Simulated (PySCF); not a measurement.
Molfile (atoms numbered from 1):
```
C7H9OP
     RDKit          3D

 18 18  0  0  0  0  0  0  0  0999 V2000
   -2.6489   -0.5621    0.3162 C   0  0  0  0  0  0  0  0  0  0  0  0
   -1.7308   -0.0081   -1.1641 P   0  0  1  0  0  5  0  0  0  0  0  0
   -2.2665    1.2109   -1.7716 O   0  0  0  0  0  0  0  0  0  0  0  0
    0.0099    0.0839   -0.6781 C   0  0  0  0  0  0  0  0  0  0  0  0
    0.6265    1.3255   -0.7034 C   0  0  0  0  0  0  0  0  0  0  0  0
    1.9475    1.4470   -0.3093 C   0  0  0  0  0  0  0  0  0  0  0  0
    2.6467    0.3263    0.1082 C   0  0  0  0  0  0  0  0  0  0  0  0
    2.0308   -0.9163    0.1281 C   0  0  0  0  0  0  0  0  0  0  0  0
    0.7115   -1.0407   -0.2651 C   0  0  0  0  0  0  0  0  0  0  0  0
   -3.6916   -0.6971    0.0336 H   0  0  0  0  0  0  0  0  0  0  0  0
   -2.5882    0.2329    1.0594 H   0  0  0  0  0  0  0  0  0  0  0  0
   -2.2494   -1.4838    0.7269 H   0  0  0  0  0  0  0  0  0  0  0  0
   -1.7772   -1.1289   -1.9987 H   0  0  0  0  0  0  0  0  0  0  0  0
    0.0546    2.1787   -1.0391 H   0  0  0  0  0  0  0  0  0  0  0  0
    2.4320    2.4119   -0.3280 H   0  0  0  0  0  0  0  0  0  0  0  0
    3.6778    0.4184    0.4164 H   0  0  0  0  0  0  0  0  0  0  0  0
    2.5830   -1.7867    0.4514 H   0  0  0  0  0  0  0  0  0  0  0  0
    0.2235   -2.0054   -0.2592 H   0  0  0  0  0  0  0  0  0  0  0  0
  1  2  1  0
  2  3  2  0
  2  4  1  0
  4  5  2  0
  5  6  1  0
  6  7  2  0
  7  8  1  0
  8  9  2  0
  9  4  1  0
  1 10  1  0
  1 11  1  0
  1 12  1  0
  2 13  1  6
  5 14  1  0
  6 15  1  0
  7 16  1  0
  8 17  1  0
  9 18  1  0
M  END
```

PySCF 2.14.0 with density-fitted response routines calculation with GFN2-xTB geometry and shieldings: GIAO PBE0/pcSseg-1; one averaged value for each set of equivalent atoms, no solvent, one computed conformer, relativity neglected.

Question: List the cross peaks expected in HSQC, COSY and HMBC spectra.

Answer: 

HSQC (one-bond C–H):
```
                δH             δC
    7.93 (H14/H18)  135.2 (C5/C9)
        7.79 (H16)     137.3 (C7)
    7.78 (H15/H17)  133.9 (C6/C8)
1.47 (H10/H11/H12)      21.8 (C1)
```

COSY cross peaks (H two or three bonds apart, from the bond graph; peaks can be absent where the dihedral angle is near 90°):
```
            δH                  δH
    7.98 (H13)  1.47 (H10/H11/H12)
7.93 (H14/H18)      7.78 (H15/H17)
    7.79 (H16)      7.78 (H15/H17)
```

HMBC (two and three bonds, from the bond graph):
```
                δH                                                    δC
        7.98 (H13)                  140.0 (C4), 135.2 (C5/C9), 21.8 (C1)
    7.93 (H14/H18)  140.0 (C4), 137.3 (C7), 135.2 (C5/C9), 133.9 (C6/C8)
        7.79 (H16)                          135.2 (C5/C9), 133.9 (C6/C8)
    7.78 (H15/H17)  140.0 (C4), 137.3 (C7), 135.2 (C5/C9), 133.9 (C6/C8)
1.47 (H10/H11/H12)                                            140.0 (C4)
```

Chemical shifts δ = σref − σ; ¹H, ¹³C vs TMS, all at this level.

Short H···H contacts in this conformer between protons four or more bonds apart (candidates for NOE cross peaks, intensity ∝ r⁻⁶): H12···H18 2.71 Å, H13···H18 2.79 Å.

Shifts are as computed. Against solution values, carbons near 30 ppm lie about +3 ppm off and those near 130 ppm about +5 ppm. Of 1211 compounds with measured shifts, 218 miss one by over three times the rms of a fit or turn the order of signals round; such compounds aren't used in these exercises.
